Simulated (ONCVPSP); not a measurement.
# Cutoff test, Gd, ONCV

ONCVPSP 4.0.1 input, shortened (lines: element, Z, core and valence counts, functional; n l f; lmax; l rc ep ncon nbas qcut; lloc lpopt rc5 dvloc0; l nproj debl; icmod fcfact rcfact), PBE, scalar-relativistic:

```
  Gd 64.00    9    4        4      upf
    1    0    2.00
    2    0    2.00
    2    1    6.00
    3    0    2.00
    3    1    6.00
    3    2   10.00
    4    0    2.00
    4    1    6.00
    4    2   10.00
    4    3    7.00
    5    0    2.00
    5    1    6.00
    5    2    1.00
    3
    0    2.15    0.00    4    7    6.80
    1    1.95    0.00    4    9    7.60
    2    2.75    0.00    5   10    6.70
    3    0.80    0.00    4    9   22.90
    4    3    0.70    1.00
    0    2    0.80
    1    2    1.10
    2    2    1.90
    3    2    2.40
    3    5.50    1.10
```

In the s channel the program set the typed energies aside and used -2.334, 0.050 Ha. In the p channel the program set the typed energies aside and used -1.506, 0.250 Ha.

Task: For each optimised wave give the share of its norm inside rc, the residual kinetic energy above qcut (Ha) and the cutoffs (Ha) for errors of 10, 1, 0.1 and 0.01 mHa per electron.

Result:

```tsv
wave	norm inside rc	residual KE	10 mHa	1 mHa	0.1 mHa	0.01 mHa
5s	0.952	1.2e-07	10.3	13.7	16.4	18.8
s projector 2	0.080	1.7e-07	8.9	13.3	16.6	19.2
5p	0.795	1.2e-07	12.2	17.6	21.4	24.5
p projector 2	0.054	1.5e-07	5.6	15.8	20.6	24.1
5d	0.707	4.1e-09	6.4	8.7	10.6	12.2
d projector 2	0.131	4.3e-09	7.1	9.5	11.4	13.2
4f	0.552	6.2e-07	173.7	202.4	224.9	242.8
f projector 2	0.078	2.7e-07	156.1	190.4	216.5	237.2
```

The occupied waves need 202 Ha and 225 Ha for 1 and 0.1 mHa. Note: ghosts flagged at negative energy: s at -439.6 eV, p at -109.5 eV; GHOST(+) flagged for d at 94.2 eV, d at 102.3 eV. A true bound ghost makes a file unfit for plane-wave use.
